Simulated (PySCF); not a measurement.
Excitations are Tamm–Dancoff values on a coarser integration grid. The basis has no diffuse functions, so Rydberg states are missing or too high.

Cartesian coordinates (Å):
SMILES: [NH2][In]([NH2])[NH2]
```xyz
10

N     -1.4131    -1.3635    -0.4440
In     0.0010     0.0003     0.0191
N     -0.5308     1.9147     0.3653
N      1.9169    -0.5855     0.2507
H     -1.2204    -2.3354    -0.2587
H     -2.3712    -1.1606    -0.2050
H      0.1651     2.6383     0.2798
H     -1.4097     2.2455    -0.0005
H      2.6512     0.0990     0.1632
H      2.2109    -1.4528    -0.1699
```
Charge 0, multiplicity 1.

Question: What brightest of the four lowest singlets (TDA), dipole moment, HOMO–LUMO gap, T1 excitation (TDA) and HOMO does CAM-B3LYP-D3(BJ)/def2-TZVP run with PySCF give?

Answer: 
```yaml
brightest of the four lowest singlets (TDA): 5.79 eV
dipole_moment: 0.84 D
HOMO–LUMO gap: 8.41 eV
T1 excitation (TDA): 4.43 eV
HOMO: -8.10 eV
```
